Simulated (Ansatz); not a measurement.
Mulliken charges of GeH$_{2}$O, SMILES `[OH][GeH]` from B3LYP/def2-TZVPP in Ansatz (PBE0-D4/def2-TZVP geometry).

| atom | x (Å) | y (Å) | z (Å) | charge (e) |
| --- | --- | --- | --- | --- |
| O1 | -0.122 | -0.662 | 0.516 | -0.390 |
| Ge2 | 0.512 | 0.566 | -0.622 | 0.289 |
| H3 | 0.544 | -1.322 | 0.729 | 0.176 |
| H4 | -0.877 | 1.358 | -0.644 | -0.075 |

Task: By hand: the dipole of these point charges (1 e Å = 4.8032 D).

Result: Σ q r = (0.357, 0.087, -0.204) e Å, of length 0.420 e Å = 2.02 D.

Task: How does the dipole of the full density compare? (Estimate.)

Result: The calculation gave: (0.299, -0.083, -0.059) e Å, 1.52 D; the point charges give 1.33 times that, at 33° from its direction.

Point charges leave out the atoms' own dipoles, such as those of lone pairs, and Mulliken's split depends on the basis, so the two needn't agree.

B3LYP here is the variant with VWN-RPA as its local correlation; programs differ in this.
